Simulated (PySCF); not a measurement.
## C2H12OP2Si2: full NMR table

```
Formula                               : C2H12OP2Si2
SMILES                                : [SiH3]COC[SiH](P)P
Point group of the computed structure : C1
Carbon signals                        : 2
Proton signals                        : 5
```

Numbering as in the mapped SMILES `[SiH3:1][CH2:2][O:3][CH2:4][SiH:5]([PH2:6])[PH2:7]`; H(Xn) means a hydrogen on atom n.

- geometry: GFN2-xTB
- PBE0/pcSseg-1 with gauge-including orbitals
- run in PySCF
- no solvent, one conformer, rapidly exchanging positions averaged, non-relativistic

Shifts are taken against calculated references (same method and geometry level): ¹H (31.72 ppm) and ¹³C (186.93 ppm) and ²⁹Si (349.16 ppm) against TMS; H3PO4 for ³¹P (318.38 ppm); H2O for ¹⁷O (336.08 ppm).

| carbon | δC, type | δH (multiplicity) | HMBC from (2–3 bonds) | span of the C tensor (ppm) |
| --- | --- | --- | --- | --- |
| C2 | 66.1, CH2 | 3.46 (q) | H(Si1), H(C4) | 112 |
| C4 | 65.6, CH2 | 3.19 (m) | H(Si5), H(C2), H(P6)/H(P7) | 91 |

Other nuclei:
| atoms | nucleus | environment | δ (ppm) | σ (ppm) |
| --- | --- | --- | --- | --- |
| H(Si5) | ¹H | hydrogen on a silicon bonded to C, 2 P | 5.57 | 26.15 |
| H(Si1) | ¹H | hydrogen on a silicon bonded to C | 4.00 | 27.72 |
| H(P6)/H(P7) | ¹H | hydrogen on a phosphorus bonded to Si | 1.12 | 30.59 |
| P6/P7 | ³¹P | phosphorus bonded to Si, 2 H | -298.2 | 616.6 |
| Si5 | ²⁹Si | silicon bonded to C, 2 P, H | -12.0 | 361.2 |
| Si1 | ²⁹Si | silicon bonded to C, 3 H | -77.7 | 426.9 |
| O3 | ¹⁷O | ether oxygen | 29.2 | 306.9 |

δC 66.1, 65.6: sp3 CH2 bonded to O and Si; the inductive effect lowers its shielding. δH 5.57: hydrogen on a silicon bonded to C, 2 P. δH 4.00: hydrogen on a silicon bonded to C. δH 3.46, 3.19: hydrogen on an sp3 CH2 bonded to O and Si; its carbon carries O, hence the downfield position. δH 1.12: hydrogen on a phosphorus bonded to Si.

Splittings by ³¹P in the carbon and heteronuclear signals aren't shown, as no couplings were computed. Shifts are as computed. Against solution values, carbons near 30 ppm lie about +3 ppm off and those near 130 ppm about +5 ppm. Of 1211 compounds with measured shifts, 218 miss one by over three times the rms of a fit or turn the order of signals round; such compounds aren't used in these exercises. Experimental scales use liquid or dissolved standards, which lie at an offset from isolated H2O (liquid H2O: subtract about 36 ppm) and H3PO4. Multiplicities follow the n + 1 count of equivalent neighbours, as no J values were calculated; m marks all less simple cases, F and P coupling included.
